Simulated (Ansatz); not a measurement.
Species: sum formula H$_{2}$SiO$_{2}$F$_{2}$, net charge 0, singlet state. 
Structure (B3LYP-D3(BJ)/def2-TZVP (Ansatz, an electronic-structure program) minimum search):
```xyz
7

Si     0.0072     0.0148    -0.0066
F     -0.0197    -0.4533     1.5114
F     -0.7513    -1.1329    -0.8015
O     -0.7413     1.4279    -0.2216
O      1.5308     0.1965    -0.5054
H     -1.6947     1.4470    -0.3304
H      2.2165    -0.3734    -0.1501
```

Atomisation energy built up term by term with Ansatz (kcal/mol; UHF references for open shells; valence terms freeze the core; atomic spin-orbit terms are left out). CBS marks a two-point X^-3 extrapolation of the correlation energy; Hartree-Fock from the larger set (for Q and 5 zeta extrapolated as (X+1)exp(-9√X)).

| term | basis | kcal/mol |
|---|---|---|
| Hartree-Fock | CBS(cc-pV(Q+d)Z,cc-pV(5+d)Z) | 530.64 |
| CCSD correlation | CBS(cc-pV(Q+d)Z,cc-pV(5+d)Z) | 198.19 |
| (T) | CBS(cc-pV(Q+d)Z,cc-pV(5+d)Z) | 13.75 |
| core correlation | cc-pwCVTZ | 0.94 |
| scalar relativity (X2C) | cc-pVTZ-DK against cc-pVTZ | -2.00 |
| sum: De |  | 741.5 |

(T) makes 1.9 % of the CCSD(T) atomisation energy; under 5 % is typical of single-reference molecules.
